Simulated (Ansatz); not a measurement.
One change: `N[CH2][Ga]([NH2])[OH]` becomes `N[CH2][GaH][OH]`.

Ansatz, PBE0-D4/def2-TZVP geometries, multiplicity 1. Each molecule was computed in one conformer, which needn't be the lowest.

Scalar relativity is left out up to krypton.

```csv
property,`N[CH2][Ga]([NH2])[OH]`
LUMO energy (PBE/def2-TZVPP) / eV,-0.80
HOMO–LUMO gap (B3LYP/def2-TZVPP) / eV,5.72
HOMO–LUMO gap (PBE/def2-TZVPP) / eV,4.11
HOMO–LUMO gap (ωB97M-V/def2-TZVPP) / eV,10.08
size of the dipole moment (PBE/def2-TZVPP) / D,2.19
LUMO energy (PBE0/def2-TZVPP) / eV,0.04
```

Question: Give the same properties after the change, and the shifts. (Estimate.)

Answer: The calculation gave: 
```csv
property,`N[CH2][GaH][OH]`,shift
LUMO energy (PBE/def2-TZVPP) / eV,-1.64,-0.84
HOMO–LUMO gap (B3LYP/def2-TZVPP) / eV,4.95,-0.77
HOMO–LUMO gap (PBE/def2-TZVPP) / eV,3.36,-0.75
HOMO–LUMO gap (ωB97M-V/def2-TZVPP) / eV,9.34,-0.74
size of the dipole moment (PBE/def2-TZVPP) / D,1.23,-0.96
LUMO energy (PBE0/def2-TZVPP) / eV,-0.87,-0.91
```

With PBE0 the HOMO falls by 0.07 eV and the LUMO falls by 0.91 eV, so the gap narrows by about 0.84 eV. PBE moves the HOMO by -0.09 eV and ωB97M-V by -0.05 eV. Dipoles are sizes alone; their direction can turn.

B3LYP here is the variant with VWN-RPA as its local correlation; programs differ in this.
